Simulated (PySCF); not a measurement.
Molecule: SMILES BrC[SiH3] (CH5BrSi). Atoms near the plane z = 1.5 Å, at the B3LYP/def2-SVP optimised geometry (x, y, z in Å): Si1 (1.1, -0.2, 0.0), C2 (-0.8, -0.2, 0.0), Br3 (-1.6, 1.6, 0.0), H5 (1.5, -1.6, 0.0), H6 (1.6, 0.5, 1.2), H7 (-1.3, -0.7, 0.9).

Method: B3LYP/def2-TZVP in PySCF. The values are rescaled to run from 0 to 1.

```
|                             |
|        ....                 |
|     ..:::::..               |
|    .::-----::.              |
|   .:--=====--:.             |
|  .:-==+++++=-::.            |
|  :-==+****++=-:......       |
| .:-=+******+=--:::--::.     |
| .:-=+**##**+==---====-:.    |
| .:-=+**##**+==-=++*++=-:.   |
| .:-=++****++===+*###*+=-:   |
|  :--=++**+++==+*#%%%#*+=:.  |
|  .:-==++++++==+*#@@@%#+=:.  |
|   .:-==++++++++*%@@@%#+=:.  |
|    .:-=+****+++*#%@%%*+=:.  |
|    .:=+*###*+++*##%##*+-:.  |
|    .:=+*###*++++*****+=-.   |
|    .:=+*###*++=+++*++=-:.   |
|     :-+****++====+++=--:    |
|     .-=++++==---=====-:.    |
|      :--===--::--===--:.    |
|       .:::::..::-----:.     |
|        .....  ..:::::..     |
|                ...:...      |
|                   .         |
|                             |
|                             |
|                             |
|                             |
```
Scale: ten equal steps from 0.000 (start of ' ') to 1.00 (end of '@'), in the order ' .:-=+*#%@'; x runs from -4.00 to 4.00, y from -4.00 (bottom) to 4.00 (top).

Which quantity is mapped?
A. log10 of the electron density
B. an orbital amplitude
C. electron localisation function
D. electrostatic potential

A, log10 of the electron density. In full: log10 of the electron density (e/bohr³), floored at −4.
